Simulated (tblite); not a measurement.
C7H3FNO (doublet state).
Z-matrix (Å and degrees, GFN2-xTB geometry), rows numbered from 1:
```
F 
C   1  1.3190
N   2  1.2959  1  121.81
O   3  1.3561  2  107.85  1  -179.97
C   4  1.3453  3  109.28  2     0.02
C   5  1.3686  4  131.91  3   179.90
C   6  1.3543  5  121.47  4  -179.91
C   7  1.4116  6  119.81  5    -0.05
C   8  1.3728  7  120.98  6     0.03
C   9  1.3935  8  118.24  7     0.03
H   7  1.0788  6  121.08  5   179.94
H   8  1.0790  7  118.51  6  -179.99
H   9  1.0795  8  121.56  7  -179.98
```

Structure optimised with GFN2-xTB, isolated species. This method treats the open shell by occupation alone, without spin polarisation.

Masses are those of the commonest isotopes; rigid-rotor values at the optimised geometry. 

Problem. Give the principal moments of inertia and the rotational constants in MHz.

Solution. Ia = 173.71, Ib = 397.30, Ic = 571.01 u·Å²; 505379 MHz·u·Å²/I gives A = 2909, B = 1272, C = 885.1 MHz.

Problem. Classify the top.

Solution. An asymmetric top. Ray's parameter κ = (2B − A − C)/(A − C) = -0.618; −1 is the prolate and +1 the oblate limit.

Problem. What does the inertial defect say?

Solution. Planar: Δ = Ic − Ia − Ib = 0.00 u·Å². For a rigid frame Δ = −2 Σ m c², so it vanishes when all atoms lie in the ab plane; here none is more than 0.01 Å from it.

Problem. Estimate the classical rotational partition function at 100 K, 200 K and 500 K.

Solution. Point group Cs, symmetry number σ = 1; q = (√π/σ)·√((kT/h)³/(ABC)), k/h = 20836.6 MHz/K: 93100 at 100 K, 263000 at 200 K, 1040000 at 500 K.

For this open shell read J as N, the rotation without spin; fine and hyperfine splittings come on top. Its GFN2-xTB frequencies are all real (lowest 154 cm⁻¹). These are rigid-rotor constants of the computed structure; measured ground-state constants (B0) also hold zero-point vibration.
